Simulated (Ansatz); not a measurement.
Born–Oppenheimer molecular dynamics of Cl3FH2NTa (8 atoms, charge 0, multiplicity 1). It starts from a relaxed structure.

These are results of RKS PBE0/def2-SVP (Ansatz 0.2.0), not measurements.

```
ensemble        : NVT, Langevin thermostat
time step       : 0.5 fs
steps asked     : 150
set temperature : 700 K
friction        : 0.05 /fs
seed            : 906481
```

Frames 0.5 fs apart, positions in Å.

Velocities at 65 fs (Å/ps):

```
Ta 1.06 -2.43 3.61
N 0.60 0.23 10.12
H -22.31 6.85 -36.35
H -2.61 -16.40 -2.30
Cl -3.57 -6.38 -1.31
Cl -1.73 -5.38 1.23
Cl 5.45 8.78 7.07
F -5.66 -1.03 -4.59
```

```xyz
8
Properties=species:S:1:pos:R:3 time_fs=65 energy_less_start_eV=0.397 T=850
Ta -0.087 -0.044 0.005
N 1.866 0.017 -0.266
H 2.272 0.374 0.621
H 2.348 0.064 -1.147
Cl 0.239 -0.303 2.220
Cl -0.043 0.103 -2.312
Cl -1.042 2.066 0.068
F -1.064 -1.690 -0.004
8
Properties=species:S:1:pos:R:3 time_fs=65.5 energy_less_start_eV=0.396 T=910
Ta -0.086 -0.045 0.007
N 1.866 0.017 -0.261
H 2.259 0.378 0.601
H 2.347 0.057 -1.148
Cl 0.238 -0.306 2.220
Cl -0.044 0.101 -2.312
Cl -1.039 2.071 0.072
F -1.067 -1.690 -0.006
8
Properties=species:S:1:pos:R:3 time_fs=66 energy_less_start_eV=0.422 T=858
Ta -0.086 -0.046 0.010
N 1.866 0.019 -0.257
H 2.246 0.381 0.584
H 2.348 0.050 -1.149
Cl 0.236 -0.309 2.219
Cl -0.045 0.098 -2.311
Cl -1.036 2.075 0.076
F -1.069 -1.691 -0.008
8
Properties=species:S:1:pos:R:3 time_fs=66.5 energy_less_start_eV=0.465 T=867
Ta -0.085 -0.047 0.012
N 1.865 0.021 -0.253
H 2.234 0.385 0.572
H 2.350 0.039 -1.150
Cl 0.234 -0.312 2.218
Cl -0.045 0.095 -2.310
Cl -1.034 2.079 0.081
F -1.071 -1.691 -0.009
8
Properties=species:S:1:pos:R:3 time_fs=67 energy_less_start_eV=0.498 T=735
Ta -0.085 -0.048 0.014
N 1.864 0.022 -0.249
H 2.226 0.394 0.567
H 2.354 0.027 -1.151
Cl 0.234 -0.315 2.216
Cl -0.045 0.092 -2.309
Cl -1.031 2.083 0.085
F -1.073 -1.691 -0.011
8
Properties=species:S:1:pos:R:3 time_fs=67.5 energy_less_start_eV=0.494 T=714
Ta -0.085 -0.049 0.015
N 1.861 0.023 -0.245
H 2.228 0.408 0.566
H 2.358 0.015 -1.149
Cl 0.233 -0.317 2.215
Cl -0.045 0.089 -2.307
Cl -1.028 2.087 0.090
F -1.074 -1.691 -0.012
8
Properties=species:S:1:pos:R:3 time_fs=68 energy_less_start_eV=0.469 T=793
Ta -0.085 -0.049 0.017
N 1.857 0.023 -0.241
H 2.235 0.426 0.568
H 2.361 0.003 -1.141
Cl 0.232 -0.319 2.214
Cl -0.045 0.086 -2.306
Cl -1.026 2.091 0.094
F -1.076 -1.691 -0.012
8
Properties=species:S:1:pos:R:3 time_fs=68.5 energy_less_start_eV=0.437 T=963
Ta -0.084 -0.050 0.019
N 1.852 0.022 -0.236
H 2.248 0.445 0.571
H 2.365 -0.009 -1.129
Cl 0.231 -0.322 2.213
Cl -0.045 0.084 -2.304
Cl -1.023 2.095 0.097
F -1.078 -1.691 -0.013
8
Properties=species:S:1:pos:R:3 time_fs=69 energy_less_start_eV=0.411 T=854
Ta -0.083 -0.051 0.021
N 1.846 0.022 -0.231
H 2.267 0.459 0.576
H 2.368 -0.024 -1.117
Cl 0.230 -0.324 2.212
Cl -0.044 0.082 -2.303
Cl -1.020 2.099 0.100
F -1.080 -1.691 -0.013
8
Properties=species:S:1:pos:R:3 time_fs=69.5 energy_less_start_eV=0.401 T=1039
Ta -0.082 -0.052 0.022
N 1.840 0.021 -0.227
H 2.294 0.473 0.583
H 2.374 -0.038 -1.104
Cl 0.228 -0.326 2.211
Cl -0.044 0.079 -2.303
Cl -1.018 2.103 0.103
F -1.081 -1.691 -0.014
8
Properties=species:S:1:pos:R:3 time_fs=70 energy_less_start_eV=0.417 T=1045
Ta -0.081 -0.053 0.024
N 1.834 0.022 -0.222
H 2.326 0.486 0.590
H 2.384 -0.050 -1.089
Cl 0.227 -0.329 2.210
Cl -0.045 0.075 -2.303
Cl -1.015 2.107 0.106
F -1.082 -1.692 -0.015
8
Properties=species:S:1:pos:R:3 time_fs=70.5 energy_less_start_eV=0.455 T=876
Ta -0.081 -0.054 0.025
N 1.827 0.022 -0.218
H 2.353 0.498 0.594
H 2.396 -0.058 -1.072
Cl 0.227 -0.331 2.209
Cl -0.045 0.072 -2.304
Cl -1.012 2.111 0.109
F -1.083 -1.693 -0.016
```

Of the whole run (75 fs, mean temperature of the second half 736 K): A run of 0.075 ps of so small a system gives no equilibrium averages.

Run time: 16 min on 2 threads of Arm Neoverse V1, with other jobs on the host, peak memory 0.34 GiB.
